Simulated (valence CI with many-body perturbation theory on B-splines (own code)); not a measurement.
# E1 transitions of Se II

Calculated by relativistic CI+MBPT: five valence electrons over a frozen Dirac-Fock core [Ar] 3d10, a basis of 9 s, 9 p, 8 d, 6 f, 3 g, 1 h functions for each j, with the one-electron correlation potential Σ1, the two-electron term Σ2, the three-electron term Σ3, Breit, model QED; selected CI, second order for the rest, scaled by the run's own slope (own B-spline code, finite nucleus).

Set against measurement, 14 paired levels are off by 171 cm⁻¹ on average, the worst by 343. These come from a selection out of the NIST Handbook of Basic Atomic Spectroscopic Data. Levels without a partner in it may be off by more. Among the levels kept, up to 1500 cm⁻¹ of a level comes from second order outside the variational space, and about a tenth of that is noise between levels of different J, which matters for small intervals.

Lines 201 to 242 of 242 in falling wavelength, among levels below 125568 cm⁻¹, chosen from the strongest by gf and those to the six lowest levels. Wavelengths and rates use the calculated energies, so an error of 200 cm⁻¹ moves a line at 1015 Å by 0.2 % and its rate by three times that or more. Electric multipoles are in the length gauge, E1 and E2 with the static RPA response of the core. Weak lines are less certain than strong ones. Lines between different terms over intervals too small for the method are left out, as are lines whose strength nearly cancels. Where a level lies close to another of its J and parity, the split of strength between their lines is uncertain. The highest levels of a list are the least certain.

Names give the largest LS component (configuration and term), which can be under half, so a name can repeat, a term be missing and a line seem to break the LS rules; names also repeat where a configuration has a term twice. Letters in brackets count levels of one name in rising energy.

```tsv
λ vac (Å)	Upper	Lower	A (s⁻¹)	log gf	Branch %
1032	4s2 4p2 4d 4P_3/2	4s2 4p3 2P°_1/2	8.01e+05	-3.29	0.0
1026	4s2 4p2 4d 4P_1/2	4s2 4p3 2P°_1/2	6.87e+06	-2.66	0.1
1023	4s2 4p2 4d 2D_3/2	4s2 4p3 2P°_3/2	2.46e+08	-0.81	9.4
1017	4s2 4p2 4d 2F_7/2	4s2 4p3 2D°_5/2	1.09e+08	-0.87	100.0
1015	4s2 4p2 5s 4P_5/2	4s2 4p3 4S°_3/2	9.08e+08	-0.08	97.2
1014	4s2 4p2 4d 2D_3/2	4s2 4p3 2P°_1/2	1.46e+09	-0.05	55.8
1012	4s2 4p2 5s 2P_1/2	4s2 4p3 4S°_3/2	2.41e+07	-2.13	1.7
1012	4s2 4p2 4d 2D_5/2	4s2 4p3 2P°_3/2	8.04e+08	-0.13	19.5
1002	4s2 4p2 5s 2S_1/2	4s2 4p3 2P°_3/2	1.19e+09	-0.44	59.6
999.1	4s2 4p2 5s 2P_3/2 [a]	4s2 4p3 4S°_3/2	1.86e+07	-1.95	3.7
993.5	4s2 4p2 5s 2S_1/2	4s2 4p3 2P°_1/2	7.21e+08	-0.67	36.1
988.9	4s2 4p2 5s 2P_3/2 [b]	4s2 4p3 4S°_3/2	3.72e+06	-2.66	0.6
987.1	4s 4p4 2D_5/2	4s2 4p3 4S°_3/2	5.20e+06	-2.34	64.7
957.6	4s2 4p2 4d 4F_3/2	4s2 4p3 4S°_3/2	3.27e+05	-3.74	0.8
956.0	4s2 4p2 4d 2P_3/2	4s2 4p3 4S°_3/2	3.47e+05	-3.72	0.1
952.4	4s2 4p2 4d 4F_5/2	4s2 4p3 4S°_3/2	2.09e+06	-2.77	13.2
951.3	4s2 4p2 4d 2S_1/2	4s2 4p3 2D°_3/2	1.76e+04	-5.32	0.0
950.3	4s2 4p2 4d 4P_5/2	4s2 4p3 2D°_5/2	2.72e+05	-3.66	0.0
946.4	4s2 4p2 4d 2P_1/2	4s2 4p3 4S°_3/2	1.24e+06	-3.48	0.3
944.9	4s2 4p2 4d 4P_5/2	4s2 4p3 2D°_3/2	9.99e+06	-2.10	0.1
941.7	4s2 4p2 4d 4P_3/2	4s2 4p3 2D°_5/2	2.63e+07	-1.85	0.3
939.7	4s2 4p2 4d 2G_7/2	4s2 4p3 2D°_5/2	1.55e+08	-0.78	100.0
936.4	4s2 4p2 4d 4P_3/2	4s2 4p3 2D°_3/2	1.16e+05	-4.22	0.0
931.3	4s2 4p2 4d 4P_1/2	4s2 4p3 2D°_3/2	7.46e+06	-2.71	0.1
926.9	4s2 4p2 4d 2D_3/2	4s2 4p3 2D°_5/2	1.54e+08	-1.10	5.9
923.7	4s2 4p2 5s 2D_5/2	4s2 4p3 4S°_3/2	1.38e+07	-1.98	1.3
922.9	4s2 4p2 5s 2D_3/2	4s2 4p3 4S°_3/2	4.05e+06	-2.68	0.4
921.7	4s2 4p2 4d 2D_3/2	4s2 4p3 2D°_3/2	7.50e+08	-0.42	28.7
920.8	4s2 4p2 4d 2F_5/2	4s2 4p3 4S°_3/2	5.09e+07	-1.41	24.6
918.3	4s2 4p2 4d 2D_5/2	4s2 4p3 2D°_5/2	7.28e+08	-0.26	17.7
916.0	4s2 4p2 4d 4D_1/2	4s2 4p3 4S°_3/2	1.11e+07	-2.55	18.1
915.3	4s2 4p2 4d 4D_3/2	4s2 4p3 4S°_3/2	5.18e+07	-1.58	68.1
913.2	4s2 4p2 4d 2D_5/2	4s2 4p3 2D°_3/2	2.54e+09	0.28	61.7
908.8	4s2 4p2 4d 4D_5/2	4s2 4p3 4S°_3/2	5.88e+07	-1.36	38.7
904.8	4s2 4p2 5s 2S_1/2	4s2 4p3 2D°_3/2	8.30e+07	-1.69	4.1
845.1	4s2 4p2 4d 2S_1/2	4s2 4p3 4S°_3/2	1.20e+08	-1.59	31.3
840.0	4s2 4p2 4d 4P_5/2	4s2 4p3 4S°_3/2	7.29e+09	0.67	99.7
833.3	4s2 4p2 4d 4P_3/2	4s2 4p3 4S°_3/2	7.51e+09	0.50	99.6
829.2	4s2 4p2 4d 4P_1/2	4s2 4p3 4S°_3/2	7.57e+09	0.19	99.8
821.7	4s2 4p2 4d 2D_3/2	4s2 4p3 4S°_3/2	3.94e+06	-2.80	0.2
814.9	4s2 4p2 4d 2D_5/2	4s2 4p3 4S°_3/2	4.55e+07	-1.57	1.1
808.1	4s2 4p2 5s 2S_1/2	4s2 4p3 4S°_3/2	2.77e+06	-3.27	0.1
```

Question: How does gf follow from A for the line at 920.8 Å?

Answer: gf = 1.4992 × (2J+1)_upper × A / σ², with σ = 108606 cm⁻¹ and 2J+1 = 6: gf = 0.0388.
